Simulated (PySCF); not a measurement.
CH4Cl2OSi2, SMILES O1C[Si](Cl)([SiH2]1)Cl.

The structure is a stationary point at PBE0-D3(BJ)/def2-SVP. The structure was generated by enumeration, and PubChem lists no compound with its InChIKey, so it may never have been made.

These are TDA-PBE/def2-SVPD run with PySCF values and carry that method's errors.

Vertical excitations. The molecule is in vacuum. State labels are in the subgroup Cs.

```json
[
 {"state": "S1", "symmetry": "A'", "energy (eV)": "5.33", "λ (nm)": "233", "f": "0.022", "main pairs": "HOMO→LUMO 86 %"},
 {"state": "S2", "symmetry": "A\"", "energy (eV)": "5.40", "λ (nm)": "230", "f": "0.000", "main pairs": "HOMO−1→LUMO 98 %"},
 {"state": "S3", "symmetry": "A\"", "energy (eV)": "5.58", "λ (nm)": "222", "f": "0.003", "main pairs": "HOMO→LUMO+1 79 %, HOMO−2→LUMO+1 13 %"},
 {"state": "S4", "symmetry": "A\"", "energy (eV)": "5.62", "λ (nm)": "220", "f": "0.003", "main pairs": "HOMO−1→LUMO+2 92 %"},
 {"state": "S5", "symmetry": "A'", "energy (eV)": "5.63", "λ (nm)": "220", "f": "0.003", "main pairs": "HOMO−1→LUMO+1 72 %, HOMO→LUMO+2 16 %"},
 {"state": "S6", "symmetry": "A'", "energy (eV)": "5.69", "λ (nm)": "218", "f": "0.021", "main pairs": "HOMO−2→LUMO 53 %, HOMO→LUMO+2 35 %"},
 {"state": "S7", "symmetry": "A'", "energy (eV)": "5.91", "λ (nm)": "210", "f": "0.079", "main pairs": "HOMO−2→LUMO 39 %, HOMO→LUMO+2 28 %, HOMO−1→LUMO+1 18 %, HOMO→LUMO 8 %"},
 {"state": "S8", "symmetry": "A\"", "energy (eV)": "6.09", "λ (nm)": "204", "f": "0.046", "main pairs": "HOMO−2→LUMO+1 81 %"},
 {"state": "S9", "symmetry": "A'", "energy (eV)": "6.19", "λ (nm)": "200", "f": "0.046", "main pairs": "HOMO−2→LUMO+2 70 %, HOMO→LUMO+3 16 %"},
 {"state": "S10", "symmetry": "A\"", "energy (eV)": "6.36", "λ (nm)": "195", "f": "0.003", "main pairs": "HOMO−3→LUMO 98 %"},
 {"state": "T1", "symmetry": "A'", "energy (eV)": "4.83", "λ (nm)": "256", "f": "0", "main pairs": "HOMO→LUMO 95 %"},
 {"state": "T2", "symmetry": "A\"", "energy (eV)": "4.90", "λ (nm)": "253", "f": "0", "main pairs": "HOMO→LUMO+1 96 %"},
 {"state": "T3", "symmetry": "A'", "energy (eV)": "5.13", "λ (nm)": "242", "f": "0", "main pairs": "HOMO→LUMO+2 92 %"},
 {"state": "T4", "symmetry": "A\"", "energy (eV)": "5.15", "λ (nm)": "241", "f": "0", "main pairs": "HOMO−1→LUMO 99 %"}
]
```
Triplets are in the Tamm–Dancoff approximation.
